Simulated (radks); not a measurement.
The numbers below are computed, except where a source is named.
Spherical quantum dot in the effective-mass picture: electrons in a parabolic well V = omega^2 r^2 / 2 with omega = 0.119, all in effective atomic units (hartree* = m*/eps^2 hartree, bohr* = eps/m* bohr), one dielectric constant everywhere. Level of theory: non-relativistic Kohn-Sham, PBE, spin-polarised, spherical densities (a radial shooting solver with Libxc functionals). Levels are named by radial order and angular momentum (1s, 1p, 1d, 2s, ...), and open shells are averaged over m.

N = 5, configuration 1s2 1p(up 3, down 0). This is the lowest configuration that the search found. Occupied levels:

| level | occupation | eigenvalue (hartree*) | <r> (bohr*) |
|---|---|---|---|
| 1s up | 1 | 0.92412 | 4.950 |
| 1s down | 1 | 0.95118 | 4.491 |
| 1p up | 3 | 0.97683 | 5.718 |

Energy (hartree*): total 2.90195, kinetic 0.37194, external 1.1080, Hartree 2.1058, exchange-correlation -0.68387.

Electron density:

| r (bohr*) | n(r) (e/bohr*^3) |
|---|---|
| 0.786 | 0.003730 |
| 1.63 | 0.003954 |
| 2.47 | 0.004226 |
| 3.32 | 0.004369 |
| 4.16 | 0.004171 |
| 5.00 | 0.003528 |
| 5.85 | 0.002549 |
| 6.69 | 0.001510 |
| 7.53 | 0.0007080 |
| 8.38 | 0.0002719 |
| 9.22 | 0.00008748 |
| 10.1 | 0.00002350 |
| 10.9 | 5.077e-06 |
